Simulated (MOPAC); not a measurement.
MOPAC input (AM1):

```
AM1 1SCF CHARGE=-1 GEO-OK AUX(PRECISION=9) THREADS=1
H3GeSi

Si   -1.58994500 1    0.17812800 1   -0.03070300 1
Ge    0.64894400 1   -0.03240300 1    0.01452400 1
H    -1.76202300 1   -1.34954100 1   -0.11051400 1
H     1.60346700 1   -1.27847000 1   -0.02336700 1
H     1.65157100 1    1.17111300 1    0.09894700 1
```

Output:

```
 *******************************************************************************
 **                                                                           **
 **                              MOPAC v23.2.5                                **
 **                                                                           **
 *******************************************************************************
 ** MOPAC's Digital Object Identifier: https://doi.org/10.5281/zenodo.6511958 **
 **                                                                           **
 ** Please cite the open-source release paper for use of this MOPAC version:  **
 ** J. E. Moussa and J. J. P. Stewart (2026)                                  **
 ** MOPAC: An open-source semiempirical molecular orbital program             **
 ** J. Open Source Softw., 11(119), 8025, https://doi.org/10.21105/joss.08025 **
 *******************************************************************************

                              AM1 CALCULATION RESULTS

 *******************************************************************************
 *  AM1        - The AM1 Hamiltonian to be used
 *  GEO-OK     - OVERRIDE INTERATOMIC DISTANCE AND OTHER SAFETY CHECKS
 *
 *
 *
 *                 CHARGE ON SYSTEM = -1
 *
 *
 *
 *  1SCF       - DO 1 SCF AND THEN STOP
 *  AUX        - OUTPUT AUXILIARY INFORMATION
 *******************************************************************************
AM1 1SCF CHARGE=-1 GEO-OK AUX(PRECISION=9) THREADS=1
 H3GeSi

   ATOM   CHEMICAL          X               Y               Z
  NUMBER   SYMBOL      (ANGSTROMS)     (ANGSTROMS)     (ANGSTROMS)

     1      Si         -1.58994500  *   0.17812800  *  -0.03070300  *
     2      Ge          0.64894400  *  -0.03240300  *   0.01452400  *
     3       H         -1.76202300  *  -1.34954100  *  -0.11051400  *
     4       H          1.60346700  *  -1.27847000  *  -0.02336700  *
     5       H          1.65157100  *   1.17111300  *   0.09894700  *

          CARTESIAN COORDINATES

    NO.       ATOM           X           Y           Z

     1        Si         -1.5899      0.1781     -0.0307
     2        Ge          0.6489     -0.0324      0.0145
     3         H         -1.7620     -1.3495     -0.1105
     4         H          1.6035     -1.2785     -0.0234
     5         H          1.6516      1.1711      0.0989

  H: (AM1): M.J.S. DEWAR ET AL, J. AM. CHEM. SOC. 107 3902-3909 (1985)
 Si: (AM1): M.J.S.DEWAR, C. JIE, ORGANOMETALLICS, 6, 1486-1490 (1987).
 Ge: (AM1): M.J.S.Dewar and C.Jie, Organometallics, 8, 1544, (1989)

           Empirical Formula: H3 Si Ge  =     5 atoms

      MOLECULAR POINT GROUP   :   Cs

      RHF CALCULATION, NO. OF DOUBLY OCCUPIED LEVELS = 6

 -------------------------------------------------------------------------------
 AM1 1SCF CHARGE=-1 GEO-OK AUX(PRECISION=9) THREADS=1
 H3GeSi

     1SCF WAS SPECIFIED, SO BFGS WAS NOT USED
     SCF FIELD WAS ACHIEVED

                              AM1 CALCULATION
                                                       MOPAC v23.2.5 Linux

          FINAL HEAT OF FORMATION =         30.63395 KCAL/MOL =     128.17246 KJ/MOL

          COSMO AREA              =        113.07 SQUARE ANGSTROMS
          COSMO VOLUME            =        105.11 CUBIC ANGSTROMS

          IONIZATION POTENTIAL    =          3.144333 EV
          HOMO LUMO ENERGIES (EV) =         -3.144  3.653
          NO. OF FILLED LEVELS    =          6
          MOLECULAR WEIGHT        =        103.6992         POINT GROUP:  Cs

          MOLECULAR DIMENSIONS (Angstroms)

            Atom       Atom       Distance
            H     5    H     3     4.24855
            H     4   Si     1     3.06967
            H     5   Ge     2     0.00000

          SCF CALCULATIONS        =          1

   ATOM   CHEMICAL          X               Y               Z
  NUMBER   SYMBOL      (ANGSTROMS)     (ANGSTROMS)     (ANGSTROMS)

     1      Si         -1.58994500  *   0.17812800  *  -0.03070300  *
     2      Ge          0.64894400  *  -0.03240300  *   0.01452400  *
     3       H         -1.76202300  *  -1.34954100  *  -0.11051400  *
     4       H          1.60346700  *  -1.27847000  *  -0.02336700  *
     5       H          1.65157100  *   1.17111300  *   0.09894700  *

                             CARTESIAN COORDINATES

   1   Si       -1.589945000     0.178128000    -0.030703000
   2   Ge        0.648944000    -0.032403000     0.014524000
   3    H       -1.762023000    -1.349541000    -0.110514000
   4    H        1.603467000    -1.278470000    -0.023367000
   5    H        1.651571000     1.171113000     0.098947000

           Empirical Formula: H3 Si Ge  =     5 atoms

      MOLECULAR POINT GROUP   :   Cs

                  EIGENVALUES
  -9.01283  -6.93767  -5.68100  -4.72092  -3.20308  -3.14433   3.65277   5.69109
   6.73132   7.02429   9.23187

              NET ATOMIC CHARGES AND DIPOLE CONTRIBUTIONS

  ATOM NO.   TYPE          CHARGE      No. of ELECS.   s-Pop       p-Pop
    1         Si           0.570182        3.4298     1.47195     1.95787
    2         Ge          -1.560375        5.5604     0.97359     4.58679
    3          H          -0.281263        1.2813     1.28126
    4          H           0.127283        0.8727     0.87272
    5          H           0.144173        0.8558     0.85583
 DIPOLE           X         Y         Z       TOTAL
 POINT-CHG.    -4.530     2.638     0.018     5.242
 HYBRID         3.937    -2.613    -0.031     4.725
 SUM           -0.593     0.025    -0.014     0.594

          ATOMIC ORBITAL ELECTRON POPULATIONS

     Atom    s        px        py        pz
    1 Si   1.47195   0.89451   0.94852   0.11485
    2 Ge   0.97359   1.43074   1.27069   1.88536
    3  H   1.28126
    4  H   0.87272
    5  H   0.85583

 **********************
 *                    *
 * JOB ENDED NORMALLY *
 *                    *
 **********************

 == MOPAC DONE ==
```

The dipole moment of an ion depends on the origin.

The geometry given is a B3LYP-D3(BJ)/def2-TZVP minimum.
